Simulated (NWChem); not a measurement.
System: C8H9FO2; SMILES C#CC(C)(C)OC(=O)C(=C)F

Parts of the log:

```
             Northwest Computational Chemistry Package (NWChem) 7.3.0
             --------------------------------------------------------

                             Geometry "geometry" -> ""
                             -------------------------

 Output coordinates in angstroms (scale by  1.889725989 to convert to a.u.)

  No.       Tag          Charge          X              Y              Z
 ---- ---------------- ---------- -------------- -------------- --------------
    1 C                    6.0000     1.78982500     3.10886700     0.00000000
    2 C                    6.0000     0.87463900     2.31814400     0.00000000
    3 C                    6.0000    -0.27736800     1.40479000     0.00000000
    4 C                    6.0000    -1.09958500     1.61445700    -1.27199700
    5 C                    6.0000    -1.09958500     1.61445700     1.27199700
    6 O                    8.0000     0.32364000     0.07947700     0.00000000
    7 C                    6.0000    -0.42484000    -1.01651200     0.00000000
    8 O                    8.0000    -1.62916900    -1.06463200     0.00000000
    9 C                    6.0000     0.42943000    -2.24671300     0.00000000
   10 C                    6.0000    -0.09415000    -3.47038700     0.00000000
   11 F                    9.0000     1.73840700    -2.03685800     0.00000000
   12 H                    1.0000     2.61138700     3.80165100     0.00000000
   13 H                    1.0000    -1.97007800     0.94687100    -1.27752100
   14 H                    1.0000    -1.44141000     2.65798200    -1.31417200
   15 H                    1.0000    -0.47928700     1.41876100    -2.15790400
   16 H                    1.0000    -1.44141000     2.65798200     1.31417200
   17 H                    1.0000    -1.97007800     0.94687100     1.27752100
   18 H                    1.0000    -0.47928700     1.41876100     2.15790400
   19 H                    1.0000     0.54651900    -4.35325800     0.00000000
   20 H                    1.0000    -1.17868700    -3.57466800     0.00000000

 Effective nuclear repulsion energy (a.u.)     606.7507859180

                                 NWChem DFT Module
                                 -----------------

 Summary of "ao basis" -> "ao basis" (spherical)
 ------------------------------------------------------------------------------
       Tag                 Description            Shells   Functions and Types
 ---------------- ------------------------------  ------  ---------------------
 C                           6-31g*                  6       14   3s2p1d
 O                           6-31g*                  6       14   3s2p1d
 F                           6-31g*                  6       14   3s2p1d
 H                           6-31g*                  2        2   2s

 in cosmo_initialize ...

 solvent parameters
 solvname_short: unkn
 solvname_long:  unknown
 dielec:        4.8000

          ---------------
          -cosmo- solvent
          ---------------
 Cosmo: York-Karplus, doi: 10.1021/jp992097l
 dielectric constant -eps-     =   4.80
 screen = (eps-1)/(eps    )    =   0.79167
 surface charge correction     = lagrangian

   van der Waals surface
 --------------------------

 ---------- ATOMIC COORDINATES (A.U.) ------------ VDWR(ANG.) --
     1    3.38227882    5.87490676    0.00000000     2.000
     2    1.65282805    4.38065696    0.00000000     2.000
     3   -0.52414952    2.65466817    0.00000000     2.000
     4   -2.07791435    3.05088135   -2.40372579     2.000
     5   -2.07791435    3.05088135    2.40372579     2.000
     6    0.61159092    0.15018975    0.00000000     1.720
     7   -0.80283119   -1.92092914    0.00000000     2.000
     8   -3.07868300   -2.01186276    0.00000000     1.720
     9    0.81150503   -4.24567194    0.00000000     2.000
    10   -0.17791770   -6.55808050    0.00000000     2.000
    11    3.28511289   -3.84910350    0.00000000     1.720
    12    4.93480588    7.18407869    0.00000000     1.300
    13   -3.72290760    1.78932674   -2.41416463     1.300
    14   -2.72386994    5.02285766   -2.48342498     1.300
    15   -0.90572110    2.68106953   -4.07784727     1.300
    16   -2.72386994    5.02285766    2.48342498     1.300
    17   -3.72290760    1.78932674    2.41416463     1.300
    18   -0.90572110    2.68106953    4.07784727     1.300
    19    1.03277116   -8.22646478    0.00000000     1.300
    20   -2.22739546   -6.75514302    0.00000000     1.300
 number of segments per atom =         32
 number of   points per atom =         32
 atom (   nspa,  nppa )
 ----------------------
    1 (     24,     0 )       0
    2 (     12,     0 )       0
    3 (      0,     0 )       0
    4 (     16,     0 )       0
    5 (     16,     0 )       0
    6 (     10,     0 )       0
    7 (     10,     0 )       0
    8 (     18,     0 )       0
    9 (     10,     0 )       0
   10 (     18,     0 )       0
   11 (     20,     0 )       0
   12 (     12,     0 )       0
   13 (     12,     0 )       0
   14 (     13,     0 )       0
   15 (     15,     0 )       0
   16 (     13,     0 )       0
   17 (     12,     0 )       0
   18 (     15,     0 )       0
   19 (     14,     0 )       0
   20 (     14,     0 )       0
 number of -cosmo- surface points =      274
 molecular surface =    203.760 angstrom**2
 molecular volume  =    183.817 angstrom**3
 G(cav/disp)       =      1.879 kcal/mol
 -lineq- algorithm             =   0
 -bem- low  level              =   2
 -bem- from -octahedral-
 gaussian surface charge width =   4.50000
 degree of switching           =   1.00000
 switching function tolerance  =   0.00010
 atomic radii =
 --------------
    1  6.000  2.000
    2  6.000  2.000
    3  6.000  2.000
    4  6.000  2.000
    5  6.000  2.000
    6  8.000  1.720
    7  6.000  2.000
    8  8.000  1.720
    9  6.000  2.000
   10  6.000  2.000
   11  9.000  1.720
   12  1.000  1.300
   13  1.000  1.300
   14  1.000  1.300
   15  1.000  1.300
   16  1.000  1.300
   17  1.000  1.300
   18  1.000  1.300
   19  1.000  1.300
   20  1.000  1.300
 ...... end of -cosmo- initialization ......

            General Information
            -------------------
          SCF calculation type: DFT
          Wavefunction type:  closed shell.
          No. of atoms     :    20
          No. of electrons :    82
           Alpha electrons :    41
            Beta electrons :    41
          Charge           :     0
          Spin multiplicity:     1
          Use of symmetry is: off; symmetry adaption is: off
          Maximum number of iterations: 150
          AO basis - number of functions:   172
                     number of shells:    84
          Convergence on energy requested:  1.00D-06
          Convergence on density requested:  1.00D-05
          Convergence on gradient requested:  5.00D-04

              XC Information
              --------------
                       M05-2X Method XC Functional
                     Hartree-Fock (Exact) Exchange  0.560
                M05-2X metaGGA Exchange Functional  0.440
                      M05-2X Correlation Potential  1.000

             Grid Information
             ----------------
          Grid used for XC integration:  medium
          Radial quadrature: Mura-Knowles
          Angular quadrature: Lebedev.
          Tag              B.-S. Rad. Rad. Pts. Rad. Cut. Ang. Pts.
          ---              ---------- --------- --------- ---------
          C                   0.70       49          14.0       434
          O                   0.60       49          12.0       434
          F                   0.50       49          12.0       434
          H                   0.35       45          14.0       434
          Grid pruning is: on
          Number of quadrature shells:   944
          Spatial weights used:  Erf1

      Superposition of Atomic Density Guess
      -------------------------------------

 Sum of atomic energies:        -554.64716253

      Non-variational initial energy
      ------------------------------

 Total energy =    -560.603100
 1-e energy   =   -1961.764677
 2-e energy   =     794.410792
 HOMO         =      -0.288750
 LUMO         =      -0.018371

------------------------------------------------------------
EAF file 0: "./job.aoints.0" size=212860928 bytes
------------------------------------------------------------
               write      read    awrite     aread      wait
               -----      ----    ------     -----      ----
     calls:      406         0         0         0         0
   data(b): 2.13e+08  0.00e+00  0.00e+00  0.00e+00
   time(s): 0.00e+00  0.00e+00  0.00e+00  0.00e+00  0.00e+00
rate(mb/s): 0.00e+00  0.00e+00
------------------------------------------------------------

   convergence    iter        energy       DeltaE   RMS-Dens  Diis-err
 ---------------- ----- ----------------- --------- --------- ---------
     COSMO gas phase
 d= 0,ls=0.0,diis     1   -560.1548233257 -1.17D+03  1.11D-02  1.92D+00
 d= 0,ls=0.0,diis     2   -560.0963677246  5.85D-02  6.12D-03  3.05D+00
 d= 0,ls=0.0,diis     3   -560.3747836499 -2.78D-01  1.58D-03  1.02D-01
 d= 0,ls=0.0,diis     4   -560.3820175508 -7.23D-03  5.98D-04  3.35D-02
 d= 0,ls=0.0,diis     5   -560.3850722668 -3.05D-03  1.48D-04  1.00D-03
  Resetting Diis
 d= 0,ls=0.0,diis     6   -560.3851601587 -8.79D-05  6.34D-05  1.32D-04
 d= 0,ls=0.0,diis     7   -560.3851743728 -1.42D-05  4.42D-05  2.88D-05
 d= 0,ls=0.0,diis     8   -560.3851696963  4.68D-06  2.67D-05  7.04D-05
 d= 0,ls=0.0,diis     9   -560.3851778528 -8.16D-06  3.11D-06  2.70D-07
 d= 0,ls=0.0,diis    10   -560.3851778921 -3.93D-08  2.33D-06  1.10D-07

   convergence    iter        energy       DeltaE   RMS-Dens  Diis-err
 ---------------- ----- ----------------- --------- --------- ---------
     COSMO solvation phase
 d= 0,ls=0.0,diis     1   -560.3929677700 -7.79D-03  7.21D-04  2.27D-03
 d= 0,ls=0.0,diis     2   -560.3935395240 -5.72D-04  1.64D-04  7.99D-04
 d= 0,ls=0.0,diis     3   -560.3935997801 -6.03D-05  7.23D-05  2.36D-04
 d= 0,ls=0.0,diis     4   -560.3936256207 -2.58D-05  2.74D-05  2.07D-05
 d= 0,ls=0.0,diis     5   -560.3936277906 -2.17D-06  8.73D-06  3.72D-06
 d= 0,ls=0.0,diis     6   -560.3936282068 -4.16D-07  2.85D-06  1.87D-07

[...]

                                   COSMO solvation results
                                   -----------------------

                 gas phase energy =      -560.385177892061
                 sol phase energy =      -560.393628206825
 (electrostatic) solvation energy =         0.008450314763 (    5.30 kcal/mol)

                       DFT Final Molecular Orbital Analysis
                       ------------------------------------

 Vector   39  Occ=2.000000D+00  E=-3.501721D-01
              MO Center=  1.1D+00,  2.3D+00,  2.5D-10, r^2= 3.2D+00
   Bfn.  Coefficient  Atom+Function         Bfn.  Coefficient  Atom+Function
  ----- ------------  ---------------      ----- ------------  ---------------
    18      0.300015   2 C  py                4      0.295583   1 C  py
     3     -0.254937   1 C  px               17     -0.250607   2 C  px
    21     -0.187106   2 C  px                8      0.181418   1 C  py
     7     -0.180198   1 C  px              102      0.159425   8 O  py
    22      0.147022   2 C  py               74      0.116964   6 O  py

 Vector   40  Occ=2.000000D+00  E=-3.404203D-01
              MO Center=  9.9D-01,  2.4D+00,  1.6D-09, r^2= 2.8D+00
   Bfn.  Coefficient  Atom+Function         Bfn.  Coefficient  Atom+Function
  ----- ------------  ---------------      ----- ------------  ---------------
     5      0.392932   1 C  pz               19      0.361059   2 C  pz
     9      0.263384   1 C  pz               23      0.227649   2 C  pz
    33     -0.154134   3 C  pz               45      0.101861   4 C  px
    59     -0.101861   5 C  px               47      0.101133   4 C  pz
    61      0.101133   5 C  pz               48      0.090530   4 C  s

 Vector   41  Occ=2.000000D+00  E=-3.371983D-01
              MO Center=  1.8D-01, -2.6D+00, -4.0D-10, r^2= 2.4D+00
   Bfn.  Coefficient  Atom+Function         Bfn.  Coefficient  Atom+Function
  ----- ------------  ---------------      ----- ------------  ---------------
   131      0.384980  10 C  pz              117      0.365153   9 C  pz
   135      0.296555  10 C  pz              145     -0.255971  11 F  pz
   121      0.216632   9 C  pz              149     -0.210815  11 F  pz
   103     -0.176119   8 O  pz              107     -0.134306   8 O  pz
    75     -0.049657   6 O  pz               79     -0.047601   6 O  pz

 Vector   42  Occ=0.000000D+00  E=-7.102124D-03
              MO Center= -2.7D-01, -2.0D+00,  7.2D-10, r^2= 3.2D+00
   Bfn.  Coefficient  Atom+Function         Bfn.  Coefficient  Atom+Function
  ----- ------------  ---------------      ----- ------------  ---------------
   135      0.468811  10 C  pz               89     -0.349846   7 C  pz
   131      0.335114  10 C  pz               93     -0.326765   7 C  pz
   121     -0.310045   9 C  pz              107      0.294293   8 O  pz
   103      0.270056   8 O  pz              117     -0.256201   9 C  pz
    75      0.194392   6 O  pz               79      0.181413   6 O  pz

 Vector   43  Occ=0.000000D+00  E= 7.195684D-02
              MO Center=  9.3D-01,  2.2D+00, -3.0D-09, r^2= 3.7D+00
   Bfn.  Coefficient  Atom+Function         Bfn.  Coefficient  Atom+Function
  ----- ------------  ---------------      ----- ------------  ---------------
    76     -0.482925   6 O  s                 8      0.461457   1 C  py
     7     -0.371638   1 C  px               36     -0.368193   3 C  py
    22     -0.361988   2 C  py               21      0.319247   2 C  px
     4      0.283657   1 C  py               18     -0.269341   2 C  py
     3     -0.232816   1 C  px               17      0.206783   2 C  px

 Vector   44  Occ=0.000000D+00  E= 9.092571D-02
              MO Center=  9.6D-01,  2.3D+00,  2.9D-09, r^2= 4.1D+00
   Bfn.  Coefficient  Atom+Function         Bfn.  Coefficient  Atom+Function
  ----- ------------  ---------------      ----- ------------  ---------------
     9      0.646752   1 C  pz               23     -0.594530   2 C  pz
    48     -0.487892   4 C  s                62      0.487892   5 C  s
    19     -0.380534   2 C  pz                5      0.371659   1 C  pz
   158      0.286162  13 H  s               166     -0.286162  17 H  s
    37     -0.260051   3 C  pz               50      0.147612   4 C  py

------------------------------------------------------------
EAF file 0: "./job.aoints.0" size=374341632 bytes
------------------------------------------------------------
               write      read    awrite     aread      wait
               -----      ----    ------     -----      ----
     calls:      714        15         0     10695     10695
   data(b): 3.74e+08  7.86e+06  0.00e+00  5.61e+09
   time(s): 0.00e+00  0.00e+00  0.00e+00  0.00e+00  0.00e+00
rate(mb/s): 0.00e+00  0.00e+00
------------------------------------------------------------

     Multipole analysis of the density
     ---------------------------------

     L   x y z        total         alpha         beta         nuclear
     -   - - -        -----         -----         ----         -------
     0   0 0 0     -0.000000    -41.000000    -41.000000     82.000000

     1   1 0 0     -0.025406     -0.002589     -0.002589     -0.020228
     1   0 1 0      0.303793      0.463126      0.463126     -0.622459
     1   0 0 1     -0.000000     -0.000000     -0.000000     -0.000000

     2   2 0 0    -48.301007   -222.663347   -222.663347    397.025688
     2   1 1 0      1.095362     -2.836502     -2.836502      6.768366
     2   1 0 1      0.000000      0.000000      0.000000     -0.000000
     2   0 2 0    -36.025856   -651.316932   -651.316932   1266.608008
     2   0 1 1      0.000000      0.000000      0.000000      0.000000
     2   0 0 2    -46.256057    -86.419843    -86.419843    126.583630
```

Level: M05-2X/6-31G* (spherical d), COSMO on the gas-phase geometry. The geometry was optimised at PBE0/def2-SVP. No frequency run checked for a minimum. COSMO prints the solvation energy as gas minus solution, so a positive value is a stabilisation.

Problem. Write an input that gives this output.

Solution. One answer among several that fit: the input that was run:
```
start job
memory heap 200 mb stack 900 mb global 1100 mb
geometry units angstroms noautosym nocenter noautoz
  C      1.789825     3.108867     0.000000
  C      0.874639     2.318144     0.000000
  C     -0.277368     1.404790     0.000000
  C     -1.099585     1.614457    -1.271997
  C     -1.099585     1.614457     1.271997
  O      0.323640     0.079477     0.000000
  C     -0.424840    -1.016512     0.000000
  O     -1.629169    -1.064632     0.000000
  C      0.429430    -2.246713     0.000000
  C     -0.094150    -3.470387     0.000000
  F      1.738407    -2.036858     0.000000
  H      2.611387     3.801651     0.000000
  H     -1.970078     0.946871    -1.277521
  H     -1.441410     2.657982    -1.314172
  H     -0.479287     1.418761    -2.157904
  H     -1.441410     2.657982     1.314172
  H     -1.970078     0.946871     1.277521
  H     -0.479287     1.418761     2.157904
  H      0.546519    -4.353258     0.000000
  H     -1.178687    -3.574668     0.000000
end
basis spherical
  * library 6-31g*
end
dft
  xc m05-2x
  iterations 150
  semidirect filesize 400000000
end
cosmo
  dielec 4.8
end
task dft energy
```
